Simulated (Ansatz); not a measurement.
Consider the formal exchange of groups at the Si–O bond: `[SiH3]O[SiH2][SiH3]` + `[SiH3][NH][SnH3]` → `[SiH3][NH][SnH2][SiH3]` + `O[SiH2][SiH3]`.

Gas-phase electronic energies from Ansatz, PBE0-D4/def2-TZVP geometries. CCSD(T)/CBS adds triple-zeta CCSD(T) − MP2 to the extrapolated MP2 energy (def2 sets, frozen cores). Functionals use def2-TZVPP. B3LYP here is the variant with VWN-RPA as its local correlation; programs differ in this. Elements past krypton have def2 core potentials. For Sn outer-core shells are correlated without core-valence functions, which leaves a few kJ/mol of doubt a bond. One conformer a species, not always the lowest.

```
             level  ΔE (kJ/mol)  difference from CCSD(T)/CBS
            PBE-D4         52.5                        -20.4
         r2SCAN-D4         71.0                         -1.9
           PBE0-D4         60.9                        -12.0
          B3LYP-D4         76.5                          3.6
           ωB97X-V         76.7                          3.8
           ωB97M-V         76.7                          3.8
            B2PLYP         79.9                          7.0
               PBE         52.8                        -20.1
            r2SCAN         71.0                         -1.9
              PBE0         61.3                        -11.6
    MP2/def2-TZVPP         79.2                          6.3
SCS-MP2/def2-TZVPP         86.2                         13.3
CCSD(T)/def2-TZVPP         77.7                          4.8
     HF/def2-QZVPP        108.0                         35.1
    MP2/def2-QZVPP         77.2                          4.3
     MP2/CBS(def2)         74.3                          1.4
       CCSD(T)/CBS         72.9                            0
```

Largest T1 diagnostic among the species: 0.013.

In def2-TZVPP, CCSD(T) changes the Hartree–Fock value by −27.9 kJ/mol (the triples alone add −3.8 kJ/mol) and MP2 by −26.5 kJ/mol. From PBE to PBE0 (25 % exact exchange), in def2-TZVPP and without D4, ΔE moves by +8.5 kJ/mol.
